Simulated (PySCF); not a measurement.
Where the electron goes

Species: C5H8O2Si.
SMILES with atom numbers: `[CH3:1][C:2]#[C:3][C:4](=[O:5])[CH2:6][O:7][SiH3:8]` (hydrogens: H9, H10, H11 on C1; H12, H13 on C6; H14, H15, H16 on Si8)

Cartesian coordinates in Å at the GFN2-xTB level; atoms count from 1:
```
atom  x, y, z in Å
C1     2.9624   -0.8388    1.0171
C2     2.0198    0.0470    0.3866
C3     1.2203    0.7811   -0.1369
C4     0.2809    1.6581   -0.7571
O5     0.5616    2.7348   -1.2289
C6    -1.1491    1.1238   -0.7644
O7    -1.2153   -0.1887   -0.3157
Si8   -2.5115   -1.0889    0.0536
H9     3.7360   -1.1172    0.3019
H10    3.4315   -0.3342    1.8615
H11    2.4583   -1.7378    1.3698
H12   -1.5412    1.2078   -1.7871
H13   -1.7507    1.7901   -0.1298
H14   -1.8241   -2.3064    0.4463
H15   -3.2882   -0.4719    1.1334
H16   -3.3981   -1.2499   -1.1028
```

Method used: PySCF 2.14.0, density-fitted response routines, TDDFT CAM-B3LYP/def2-SVPD, vertical, gas phase, core orbitals frozen in the response.

Kohn–Sham orbitals with the atoms that hold most of them (Löwdin shares over 4%, at most four atoms; ? is withheld):

```tsv
orbital	ε (eV)	atoms
LUMO+2	1.19	Si8 34%, C1 14%, H16 8%, H15 8%
LUMO+1	0.79	Si8 31%, C6 8%, H14 8%, H16 8%
LUMO	-0.52	?
HOMO	?	?
HOMO-1	-9.46	C3 31%, C2 29%, O5 15%, C1 6%
HOMO-2	-9.49	C3 29%, C2 27%, O5 15%, C4 9%
HOMO-3	-9.95	O7 42%, Si8 13%, C6 10%, H15 8%
```

Task: Give the leading atoms of the HOMO.

Result: O5 (bonded to C) 47%; C3 (bonded to 2 C) 15%; C2 (bonded to 2 C) 12%; C4 (bonded to 2 C and O) 8%. By element: oxygen 47% or more, carbon 35% or more.

Task: Give the leading atoms of the LUMO.

Result: C4 (bonded to 2 C and O) 28%; O5 (bonded to C) 25%; C2 (bonded to 2 C) 17%; C3 (bonded to 2 C) 12%. By element: carbon 58% or more, oxygen 25% or more.

Task: What is the HOMO energy, and the HOMO–LUMO gap?

Result: ε(HOMO) = -9.12 eV; the gap is 8.60 eV (0.3159 hartree).

Task: How does S1 compare with the orbital gap of 8.60 eV?

Result: S1 is at 4.07 eV (f = 0.0002), 4.53 eV below the gap, made of HOMO→LUMO (86%), HOMO-2→LUMO (8%). 

Next come S2 at 4.74 eV (f 0.0001), HOMO-2→LUMO (84%), HOMO→LUMO (9%); S3 at 5.69 eV (f 0.151), HOMO-1→LUMO (74%); S4 at 6.47 eV (f 0.014), HOMO-3→LUMO (88%); S5 at 7.01 eV (f 0.0008), HOMO-1→LUMO+4 (27%), HOMO-1→LUMO+6 (19%), HOMO-1→LUMO+7 (14%).

Löwdin shares depend on the basis, the more so with diffuse functions.

One conformer stands for the species.
